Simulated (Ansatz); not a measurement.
AlClH2SSi, SMILES `Cl[SiH]1[AlH][S]1`, relaxed with RKS PBE0-D4/def2-TZVP in Ansatz 0.2.0 from a PBE-D4/def2-SVP geometry. The force threshold is 0.005 eV/Å; the program also tests the step.

Charge 0, multiplicity 1.

Start:

```xyz
6

Cl    2.182   -1.474   -0.092
Si    0.846    0.121   -0.305
Al   -1.462   -0.118   -0.079
S    -0.217    0.638    1.576
H     1.653    1.279   -0.818
H    -3.002   -0.448   -0.282
```

```csv
step,energy (eV),largest force (eV/Å),largest move (Å)
1,-37854.5055,0.552,0.000
2,-37854.5342,0.164,0.034
3,-37854.5363,0.023,0.021
4,-37854.5365,0.011,0.007
5,-37854.5366,0.014,0.007
6,-37854.5366,0.004,0.003
```

End:

```xyz
6

Cl    2.174   -1.440   -0.087
Si    0.837    0.116   -0.291
Al   -1.454   -0.117   -0.077
S    -0.207    0.618    1.554
H     1.629    1.253   -0.816
H    -2.980   -0.431   -0.283
```

Hardware: 2 threads of an Intel Xeon Platinum 8488C on a shared host. Wall time 21 s, peak host memory 0.43 GiB.
